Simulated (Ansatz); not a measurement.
Correlation energies of C$_{9}$H$_{18}$ (`CCCC1CCCCC1`) by basis set

Cartesian coordinates in Å:
```
C 0.3464 1.4289 -2.7775
C 0.9737 1.9430 -1.4919
C 1.4243 0.8440 -0.5371
C 0.3337 -0.0882 -0.0238
C 0.9528 -1.2481 0.7706
C -0.0287 -1.8879 1.7586
C -1.4545 -1.7888 1.2407
C -1.8892 -0.3218 1.1424
C -0.7115 0.6106 0.8356
H -0.5887 0.8960 -2.5893
H 0.1219 2.2491 -3.4633
H 1.0200 0.7386 -3.2944
H 1.8443 2.5595 -1.7396
H 0.2721 2.6140 -0.9853
H 1.9212 1.3015 0.3277
H 2.1901 0.2367 -1.0373
H -0.1863 -0.5143 -0.8913
H 1.8312 -0.8807 1.3135
H 1.3227 -2.0019 0.0678
H 0.0306 -1.3784 2.7270
H 0.2485 -2.9285 1.9467
H -2.1434 -2.3455 1.8816
H -1.5065 -2.2626 0.2540
H -2.3622 -0.0116 2.0792
H -2.6537 -0.2189 0.3662
H -1.0774 1.5198 0.3520
H -0.2313 0.9356 1.7669
```

Charge 0, multiplicity 1. All single points use the PBE0-D4/def2-TZVP geometry. It is one conformer, not always the lowest. Frozen core, restricted reference, Ansatz. CBS rows extrapolate triple and quadruple zeta; past MP2 they add the triple-zeta difference.

```json
{"basis": "def2-TZVPP", "HF (Eh)": "-351.42368", "MP2 corr.": "-1.57008", "CCSD corr.": "-1.65998", "(T)": "?", "CCSD(T) total": "?"}
{"basis": "def2-QZVPP", "HF (Eh)": "-351.43981", "MP2 corr.": "?", "CCSD corr.": "–", "(T)": "–", "CCSD(T) total": "–"}
{"basis": "CBS(def2)", "HF (Eh)": "-351.44203", "MP2 corr.": "?", "CCSD corr.": "?", "(T)": "as TZ", "CCSD(T) total": "?"}
```

(1) Fill in the withheld values. (Estimate.)

## Answers

(1) Ansatz gave: def2-TZVPP (T): -0.06823; def2-TZVPP CCSD(T) total: -353.15189; def2-QZVPP MP2 corr.: -1.66624; CBS(def2) MP2 corr.: -1.73748; CBS(def2) CCSD corr.: -1.82738; CBS(def2) CCSD(T) total: -353.33764.
